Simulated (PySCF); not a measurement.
**Correlation energy of Ca⁻ (calcium, charge -1)**

Starting occupation: [Ar] 3d1 4s2, 3d5/2 with m_j = +5/2. Calculation: PySCF 2.14, in x2c-TZVPall-2c with one added diffuse shell each of s, p, d type (7s8p4d, 51 functions); X2C-1e with screened-nucleus spin-orbit coupling, Gaussian nucleus. Frozen: [Ne]; 11 electrons correlated; the 6 highest virtual spinors left out.

MP2 pair energies summed by pair of shells (mhartree):

```
       pair  energy  share (%)
3p3/2-3p3/2  -63.26       29.6
3p1/2-3p3/2  -62.59       29.3
4s1/2-4s1/2  -18.17        8.5
3p1/2-3p1/2  -16.08        7.5
3p3/2-4s1/2  -15.68        7.3
3p3/2-3s1/2  -12.70        5.9
3p1/2-4s1/2   -7.73        3.6
3s1/2-3s1/2   -6.58        3.1
3p1/2-3s1/2   -6.37        3.0
3d5/2-4s1/2   -3.09        1.4
3s1/2-4s1/2   -1.29        0.6
3d5/2-3p3/2   -0.26        0.1
3d5/2-3p1/2   -0.11        0.1
3d5/2-3s1/2   -0.04        0.0
```

Total MP2 correlation energy: -213.94 mhartree.

The Hartree-Fock reference does not bind the outermost electron (its level is positive or very diffuse), so these energies belong to a reference that the basis holds together.

This basis was not built for core-valence correlation, so the inner-shell part is incomplete.
